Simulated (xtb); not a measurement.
B(H)(Cl)(vinyl) (C2H4BCl), SMILES C(=C)BCl. All values are semi-empirical tight-binding results from xtb (GFN2-xTB unless named), good for trends rather than for accurate numbers. Coordinates come from a GFN2-xTB optimisation. One conformer was computed; it need not be the lowest.

Question: Estimate the properties. (The exact figures need the calculation; the answer reports its results.)

Answer: 
point group as xtb finds it: Cs
orbital gap: 3.12 eV
dipole moment: 1.92 D
zero-point energy: 34.1 kcal/mol
G − E(el) at 298.15 K (modified RRHO): 16.5 kcal/mol
static polarisability (D4 model): 51.2 bohr³
solvation energy, GFN2-xTB/ALPB(water): -1.5 kcal/mol
solvation energy, GFN2-xTB/ALPB(methanol): -4.1 kcal/mol
